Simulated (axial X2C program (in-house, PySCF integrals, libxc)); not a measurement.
# VO: from the spin-free to the two-component result

Calculated with an in-house relativistic program for diatomic molecules. Spin-free means the one-electron spin-free X2C Hamiltonian; two-component (2c) means X2C with spin–orbit coupling and atomic mean-field two-electron Coulomb and Gaunt terms, so the difference of the two also holds small scalar two-electron terms. Basis: V dyall-cv3z [10s10p6d4f2g], O dyall-av3z [7s6p3d2f] (cores contracted in-house); Gaussian nuclei, density fitting, unrestricted open shells. Masses: V 50.944 u, O 15.995 u.

Spin-free state: M_S = 3/2, Λ = 0 (beyond evenly filled blocks: σα, δ+α, δ-α); fragments V + O.

| level | Re (Å) | ωe (cm⁻¹) | μ (D) |
| --- | --- | --- | --- |
| PBE0 | 1.567 | 1070.1 | -3.59 |
| PBEsol | 1.573 | 1051.7 | -3.18 |

Dipoles are positive if O is the positive end.

Two-component determinant lowest at the distance of the search:

Ω = 3/2 (⟨Sz⟩ = 1.50, ⟨Lz⟩ = 0.00 at PBE0); fragments V + O.

| level | Re (Å) | ωe (cm⁻¹) | μ (D) |
| --- | --- | --- | --- |
| PBE0 | 1.567 | 1069.8 | -3.59 |
| PBEsol | 1.573 | 1051.5 | -3.18 |

Problem. From the two tables, how do the constants change at the PBE0 level (2c against spin-free)?

Solution. At the PBE0 level Re is unchanged within 0.001 Å and ωe goes down by 0.3 cm⁻¹.

One determinant describes the state; a PBE0 search over occupations chose it and may have missed a lower one. De is not given where an atomic determinant may have missed its ground term or J level, or where the truncated virtual space spoils (T). Density functionals use the spin component along the axis (collinear). Without a current term, density functionals place determinants with orbital angular momentum somewhat too high. With several unpaired electrons one determinant need not be a pure state. This is the top spin component of a Σ state; components of lower Ω are not single determinants and can lie lower. The determinant is spin-polarised beyond a pure state at some levels (its spin-free form has ⟨S²⟩ too high), which makes Re and μ there less reliable.
